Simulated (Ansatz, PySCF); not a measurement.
Cu(I) cation (CuI), SMILES [Cu][I] (connectivity only; charge and spin as stated), charge +1, multiplicity 2. Atoms are numbered in the order given.

```xyz
2

Cu     0.0000     0.0000    -1.5889
I      0.0000     0.0000     0.8621
```
Charge +1, spin multiplicity 2.

Geometry: B3LYP-D3(BJ)/def2-TZVP. The multiplicity is an assumed one; other spin states were not compared. The def2 effective core potentials stand for the cores of I; spin–orbit coupling is left out.

Two levels are set side by side: PBE-D3(BJ)/def2-TZVP (Ansatz, an electronic-structure program) and B3LYP-D3(BJ)/def2-TZVP (Ansatz). Each level has its own optimised geometry; the coordinates shown are those of the second. Frequencies come from the Hessian of PySCF at each geometry. Differences are taken from unrounded values.

```
quantity                            B3LYP-D3(BJ)
----------------------------------  ------------
bond Cu1–I2 (Å)                            2.451
highest harmonic wavenumber (cm⁻¹)           207
mean harmonic wavenumber (cm⁻¹)              207
zero-point energy (kcal/mol)                0.30
```

Question: What does PBE-D3(BJ) give, and how far is it from B3LYP-D3(BJ)? (Estimate from the structure and the level; the computed values follow.)

Answer: 
```
quantity                            PBE-D3(BJ)  PBE-D3(BJ) minus B3LYP-D3(BJ)
----------------------------------  ----------  -----------------------------
bond Cu1–I2 (Å)                          2.406                         -0.045
highest harmonic wavenumber (cm⁻¹)         235                             28
mean harmonic wavenumber (cm⁻¹)            235                             28
zero-point energy (kcal/mol)              0.34                           0.04
```
